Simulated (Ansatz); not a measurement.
Total energies of Ca2O⁺ from Ansatz at r2SCAN-D4/def2-TZVP, gas phase (1 Eh = 27.2114 eV = 2625.5 kJ/mol). The reference geometry is relaxed at B3LYP-D4/def2-TZVP.

| atom | x (Å) | y (Å) | z (Å) |
| --- | --- | --- | --- |
| Ca1 | 1.491 | -1.296 | 0.239 |
| Ca2 | -1.490 | 1.297 | -0.238 |
| O3 | -0.001 | -0.001 | -0.001 |

```json
{"state": "charge 1 doublet", "geometry": "reference", "energy (Eh)": "-1430.20477"}
{"state": "charge 0 triplet", "geometry": "reference", "energy (Eh)": "-1430.37726"}
{"state": "charge 1 quartet", "geometry": "relaxed at B3LYP-D4/def2-TZVP", "energy (Eh)": "-1430.07988"}
```

(1) Work out the vertical electron affinity, to the triplet.

(2) Which of the charge 1 states is lowest, and how far above it are the others?

(1) E(charge 1 doublet) − E(charge 0 triplet) = -1430.20477 − (-1430.37726) = 0.17249 Eh = 4.69 eV.

(2) The doublet. quartet: -1430.07988 − (-1430.20477) = 0.12489 Eh = 327.9 kJ/mol.

The structure comes from a short search, and lower isomers may exist.
